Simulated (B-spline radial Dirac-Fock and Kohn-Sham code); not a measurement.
**Internal conversion coefficients of Rb at 29.7 keV**

Z = 37 (rubidium), transition energy 29.7 keV. Method: a Dirac-Hartree-Slater potential of the neutral atom with a Latter tail (no hole, which puts coefficients of high multipoles low close above an edge), finite nucleus with surface currents. Computed with a radial atomic solver. Subshells that would emit electrons below 1 keV are left out.

| subshell | electron energy (keV) | E2 | E3 | E4 | M3 | M5 |
| --- | --- | --- | --- | --- | --- | --- |
| K | 14.50 | 45.2 | 547 | 6340 | 2110 | 476000 |
| L1 | 27.63 | 3.69 | 34.5 | 194 | 619 | 558000 |
| L2 | 27.84 | 8.88 | 907 | 54500 | 93.4 | 146000 |
| L3 | 27.90 | 14.3 | 1420 | 83800 | 797 | 2.93e+06 |
| M1 | 29.37 | 0.611 | 5.83 | 36.6 | 115 | 119000 |
| M2 | 29.45 | 1.50 | 158 | 9790 | 16.8 | 28000 |
| M3 | 29.46 | 2.42 | 246 | 15000 | 145 | 594000 |
| M4 | 29.59 | 0.0120 | 2.94 | 701 | 1.18 | 9360 |
| M5 | 29.59 | 0.0158 | 4.16 | 929 | 0.921 | 38800 |
| N1 | 29.66 | 0.0827 | 0.792 | 5.07 | 15.9 | 16700 |
| N2 | 29.68 | 0.159 | 16.8 | 1050 | 1.80 | 3030 |
| N3 | 29.68 | 0.255 | 26.0 | 1590 | 15.4 | 64100 |
| total |  | 77.1 | 3360 | 174000 | 3930 | 4.98e+06 |

Q: For a pure E2 transition, what fraction of decays emits a photon?

A: 1/(1 + α) = 0.0128 with the total α = 77.1; the total includes the outer subshells that are not listed.
